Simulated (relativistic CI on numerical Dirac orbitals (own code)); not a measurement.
d9 in a ligand field

Computed with a parametric ligand-field model of a d^n configuration (Racah B and C, spin-orbit zeta, crystal field), exact diagonalisation.

Field parameters in Wybourne normalisation: Oh B⁴₀ = 21Dq, B⁴₄ = √(5/14) B⁴₀; Td as Oh with Dq negative (B⁴₀ = 21Dq, B⁴₄ = √(5/14) B⁴₀). The field is a parameter set, without covalency.

Question: Ground term and bands for B = 860, C = 3430, ζ = 0 cm⁻¹, Oh, 10Dq = 28250 cm⁻¹?

Answer: Ground term 2E with 3.00 electrons in the two orbitals of the cubic e set. Spin-allowed: 2T2 28250 cm⁻¹ (354 nm). Lowest spin-forbidden: none.

Question: Ground term and bands for B = 790, C = 2780, ζ = 0 cm⁻¹, Oh, 10Dq = 10750 cm⁻¹?

Answer: Ground term 2E with 3.00 electrons in the two orbitals of the cubic e set. Spin-allowed: 2T2 10750 cm⁻¹ (930 nm). Lowest spin-forbidden: none.

Question: Ground term and bands for B = 740, C = 3230, ζ = 0 cm⁻¹, Td, 10Dq = -10800 cm⁻¹?

Answer: Ground term 2T2 with 4.00 electrons in the two orbitals of the cubic e set. Spin-allowed: 2E 10800 cm⁻¹ (926 nm). Lowest spin-forbidden: none.

Question: Ground term and bands for B = 360, C = 1570, ζ = 0 cm⁻¹, Td, 10Dq = -3050 cm⁻¹?

Answer: Ground term 2T2 with 4.00 electrons in the two orbitals of the cubic e set. Spin-allowed: 2E 3050 cm⁻¹ (3279 nm). Lowest spin-forbidden: none.

Question: Ground term and bands for B = 420, C = 1560, ζ = 0 cm⁻¹, Oh, 10Dq = 35400 cm⁻¹?

Answer: Ground term 2E with 3.00 electrons in the two orbitals of the cubic e set. Spin-allowed: 2T2 35400 cm⁻¹ (282 nm). Lowest spin-forbidden: none.
